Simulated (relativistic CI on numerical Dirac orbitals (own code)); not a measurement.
## Hyperfine structure of Pt33+, mass number 195

Calculated at this level of theory: Dirac-Coulomb-Breit CI, KLI orbitals optimised for each configuration, model QED (radiative potential, 1s self-energy scaled to tabulated hydrogen-like ionisation energies), unscaled Slater integrals (own radial code, finite nucleus).

Configuration list (outside the closed core [Ar] 3d10): 4s²4p⁶4d⁹, 4s²4p⁶4d⁸4f, 4s²4p⁵4d¹⁰, 4s4p⁶4d¹⁰, 4s²4p⁵4d⁹4f, 4s4p⁶4d⁹4f, 4s²4p⁶4d⁸5s, 4s²4p⁶4d⁷4f5s, 4s²4p⁶4d⁸5p, 4s²4p⁶4d⁸5d, 4s²4p⁵4d⁹5s, 4s²4p⁶4d⁷5s², 4s²4p⁶4d⁶4f5s², 4s²4p⁵4d⁷4f5s², 4s4p⁶4d⁷4f5s². Double excitations out of closed p, d and f shells are left out; levels of such configurations are missing from the list, as are those of other unlisted configurations, and high levels can miss mixing partners.

Nuclear spin I = 1/2, μ = 0.6073 μN (tables of Stone and Pyykkö). The electronic factors are computed for point nuclear moments, without core polarisation or the Bohr-Weisskopf and QED corrections.

```json
{"Level": "4s²4p⁶4d⁹ ²D5/2", "E (cm⁻¹)": "0", "A (MHz)": "14430"}
{"Level": "4s²4p⁶4d⁹ ²D3/2", "E (cm⁻¹)": "179699", "A (MHz)": "37070"}
{"Level": "4s²4p⁵4d¹⁰ ²P°3/2", "E (cm⁻¹)": "1635511", "A (MHz)": "60290"}
{"Level": "4s²4p⁶4d⁸4f ⁴F°7/2", "E (cm⁻¹)": "1708400", "A (MHz)": "11230"}
{"Level": "4s²4p⁶4d⁸4f ⁴I°15/2", "E (cm⁻¹)": "1762970", "A (MHz)": "9435"}
```

Levels with J = 0, under 50 % of one LS term, or S terms without an open s electron are left out. Small factors come from cancelling terms and can be off by tens of per cent or more.

At this charge energies of transitions that change n are usually good to better than 1 %, and those within a shell (Δn = 0) to a few per cent.

Problem. Give the hyperfine levels of 4s²4p⁶4d⁹ ²D5/2 relative to its centre of gravity.

Solution. With K = F(F + 1) − I(I + 1) − J(J + 1), E = AK/2: F = 2: -25240, F = 3: 18030 MHz.

LS names give the leading component of a level, which can be under half, so a name can repeat, a term be missing and a line seem to break the LS rules.
